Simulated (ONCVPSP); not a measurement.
## Transferability test, ONCV potential for Al (Z = 13)

aluminium (Al), optimised norm-conserving Vanderbilt (ONCV), made with ONCVPSP 4.0.1 (PBE, scalar-relativistic). Core [Ne], reference 3s2 3p0.5 (charge +0.5). Waves: 3s: rc 1.90 bohr, ncon 4, nbas 9, qcut 3.7 1/bohr, 2 projectors, debl 1.5 Ha; 3p: rc 2.60 bohr, ncon 4, nbas 8, qcut 2.7 1/bohr, 3 projectors, debl 1.1 Ha; d scattering state at 0.23 Ha: rc 2.35 bohr, ncon 4, nbas 8, qcut 4.6 1/bohr, 1 projector. Local part: polynomial inside 1.65 bohr (lpopt 3, dvloc0 0 Ha). Core correction: Teter function, fcfact 3.5, rcfact 1.45.

Energies are relative to the spin-unpolarised reference configuration 3s2 3p0.5; without spin polarisation the order of configurations can differ from experiment.

(1) Give the all-electron excitation energy and the error of the potential for: 3s2 3p1; 3s2 3p0; 3s1 3p0; 3s0 3p3.

Answers

(1)

```tsv
valence configuration	charge	ΔE all-electron (eV)	error AE − PS (meV)
3s2 3p1	0	-2.086	+0.2
3s2 3p0	+1	3.676	-0.3
3s1 3p0	+2	22.901	-8.7
3s0 3p3	0	8.365	+0.5
```
